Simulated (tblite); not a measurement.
Compound: C₃H₉ClGe₂Si.
SMILES with atom numbers: `[Cl:1][C:2]1=[CH:3][SiH2:4][GeH2:5][CH2:6][GeH2:7]1` (hydrogens: H8 on C3; H9, H10 on Si4; H11, H12 on Ge5; H13, H14 on C6; H15, H16 on Ge7)

Computed with GFN2-xTB (tblite), gas phase: L-BFGS steps from a force-field or distance-geometry start until the largest atomic force falls under 0.01 eV/Å.

Step 86: E = -574.1115 eV
```
atom  x, y, z in Å  |  force x, y, z in eV/Å
Cl1     0.9099    1.3926    3.0800    0.027  -0.001  -0.025
C2      0.7737    0.6121    1.5335    0.002   0.029   0.024
C3      1.7076    0.7917    0.6074   -0.019  -0.024   0.015
Si4     1.6598   -0.0474   -1.0766   -0.009  -0.002   0.006
Ge5    -0.5731   -0.2316   -1.7820   -0.016  -0.056  -0.002
C6     -1.8213   -0.1303   -0.2347    0.017   0.039   0.006
Ge7    -0.8781   -0.4506    1.4657   -0.007   0.003   0.012
H8      2.5591    1.4294    0.8226   -0.049  -0.022   0.021
H9      2.2257   -1.3987   -0.9520    0.004   0.004   0.006
H10     2.4974    0.7211   -2.0029   -0.034   0.022   0.014
H11    -0.8457   -1.5569   -2.4674   -0.031   0.041   0.009
H12    -1.0988    0.7657   -2.8017    0.032  -0.045   0.017
H13    -2.6579   -0.8185   -0.3468    0.046   0.013   0.017
H14    -2.2394    0.8742   -0.1743   -0.029   0.030  -0.053
H15    -0.5167   -1.8996    1.6599    0.029  -0.024  -0.028
H16    -1.7096   -0.0443    2.6579    0.035  -0.008  -0.039
```

Step 87: E = -574.1133 eV
```
atom  x, y, z in Å  |  force x, y, z in eV/Å
Cl1     0.9129    1.3841    3.0837    0.020  -0.007  -0.029
C2      0.7726    0.6071    1.5362   -0.005  -0.003   0.002
C3      1.7048    0.7878    0.6086   -0.020  -0.008   0.040
Si4     1.6617   -0.0391   -1.0809   -0.028  -0.050   0.032
Ge5    -0.5715   -0.2411   -1.7779   -0.035  -0.043  -0.052
C6     -1.8202   -0.1179   -0.2340   -0.011   0.038   0.001
Ge7    -0.8781   -0.4576    1.4626   -0.034   0.078   0.046
H8      2.5540    1.4256    0.8290   -0.014  -0.003   0.010
H9      2.2332   -1.3904   -0.9631    0.007   0.033  -0.001
H10     2.4882    0.7427   -2.0037   -0.019   0.027   0.002
H11    -0.8388   -1.5781   -2.4458   -0.031   0.056   0.022
H12    -1.1024    0.7396   -2.8140    0.041  -0.059   0.030
H13    -2.6673   -0.7942   -0.3451    0.056   0.023   0.011
H14    -2.2245    0.8938   -0.1750    0.000  -0.015  -0.043
H15    -0.5221   -1.9062    1.6538    0.033  -0.045  -0.032
H16    -1.7101   -0.0473    2.6542    0.040  -0.023  -0.039
```

Task: Estimate the geometry and energy of step 88. (The exact step hangs on the optimiser's Hessian estimate; all steps are aligned on step 87, rigid shifts and turns removed.)

Result: E = -574.1154 eV, largest force 0.148 eV/Å
```
atom  x, y, z in Å  |  force x, y, z in eV/Å
Cl1     0.9180    1.3754    3.0895    0.013  -0.014  -0.035
C2      0.7714    0.6037    1.5401   -0.018  -0.038  -0.009
C3      1.7037    0.7821    0.6123   -0.009   0.004   0.050
Si4     1.6623   -0.0308   -1.0840   -0.029  -0.094   0.044
Ge5    -0.5709   -0.2546   -1.7737   -0.038  -0.013  -0.085
C6     -1.8194   -0.1073   -0.2336    0.019   0.012  -0.001
Ge7    -0.8797   -0.4600    1.4599   -0.033   0.125   0.073
H8      2.5538    1.4151    0.8400    0.013   0.013  -0.007
H9      2.2467   -1.3801   -0.9799    0.002   0.070  -0.002
H10     2.4739    0.7695   -2.0040   -0.015   0.023   0.003
H11    -0.8384   -1.5969   -2.4291   -0.028   0.042   0.030
H12    -1.1021    0.7113   -2.8243    0.042  -0.055   0.034
H13    -2.6730   -0.7739   -0.3379    0.013  -0.008  -0.014
H14    -2.2123    0.9081   -0.1800    0.003   0.011  -0.030
H15    -0.5279   -1.9100    1.6462    0.027  -0.039  -0.029
H16    -1.7136   -0.0428    2.6472    0.038  -0.040  -0.023
```

The energy changes by -0.0021 eV. The first-order estimate −F·Δx gives -0.0029 eV and the mean of the old and new forces, exact on a quadratic surface, -0.0021 eV. The step makes an angle of 79° with the force vector and moves no atom by more than 0.030 Å.

What follows is the cost of the whole relaxation. On Arm Neoverse V1, one thread, shared host with 64 logical CPUs at a one-minute load of 70, this took 1.7 s wall.
